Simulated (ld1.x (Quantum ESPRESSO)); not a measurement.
**u(r) = r·R(r): atom against pseudo-atom (P (Z = 15))**

Columns: radius, all-electron u(r) and pseudo u(r) of the 3p shell (level -19.20 eV) of phosphorus in the configuration [Ne] 3s2 3p1.5; LDA (PZ), scalar-relativistic, RRKJ scheme, ld1.x (Quantum ESPRESSO) 7.5.

```csv
r (bohr),all-electron,pseudo
0.088,0.1302,-0.0034
0.175,0.2813,-0.0137
0.262,0.3465,-0.0315
0.350,0.3297,-0.0581
0.438,0.2563,-0.0942
0.525,0.1520,-0.1394
0.612,0.0332,-0.1937
0.700,-0.0895,-0.2564
0.788,-0.2074,-0.3246
0.875,-0.3146,-0.3946
0.962,-0.4100,-0.4638
1.050,-0.4935,-0.5296
1.138,-0.5638,-0.5884
1.225,-0.6206,-0.6376
1.312,-0.6655,-0.6771
1.400,-0.6998,-0.7070
1.487,-0.7236,-0.7275
1.575,-0.7387,-0.7402
1.662,-0.7456,-0.7459
1.750,-0.7457,-0.7457
1.838,-0.7399,-0.7399
1.925,-0.7292,-0.7292
2.012,-0.7143,-0.7143
2.100,-0.6960,-0.6960
2.188,-0.6749,-0.6749
2.275,-0.6519,-0.6519
```

(1) How many radial nodes do the two functions have?

(2) At about which radius was the pseudo-wave matched?

(3) Is the pseudo-wave norm-conserving?

Results:

(1) The all-electron 3p function has n − l − 1 = 1; the pseudo-wave has 0, since the states of the same l below it are removed with the core.

(2) 1.75 bohr. The columns agree to 0.0005 from 1.66 bohr on; several derivatives are matched, so the curves merge somewhat inside the radius.

(3) Yes: the RRKJ scheme keeps the norm inside the radius equal to the all-electron one, which fixes the energy derivative of the logarithmic derivative at the level.
